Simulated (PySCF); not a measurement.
## Sb: ionisation energy

Sb [Kr] 4d10 5s2 5p3 (4S) → Sb⁺ [Kr] 4d10 5s2 5p2 (3P), as a difference of total energies. All numbers are calculated (PySCF 2.14, a scalar-relativistic core potential, in aug-cc-pVQZ-PP with ECP28MDF (7s7p5d3f2g, 92 functions)). Correlated levels: valence: 4s2 4p6 4d10 frozen. The calculations carry no spin-orbit coupling.

| method | ionisation energy (eV) |
| --- | --- |
| UHF | 8.576 |
| MP2 (valence) | 9.027 |
| SCS-MP2 (valence) | 8.898 |
| CCSD (valence) | 9.001 |
| CCSD(T) (valence) | 9.039 |

Question: How much does correlation contribute at CCSD(T) (valence)?

Answer: 9.039 − (8.576) = 0.463 eV, measured against UHF.

Errors of the correlated levels include the incompleteness of this basis and the frozen core.

For comparison: 9.124 eV (measured; NIST levels, between the centres of gravity of the two terms).
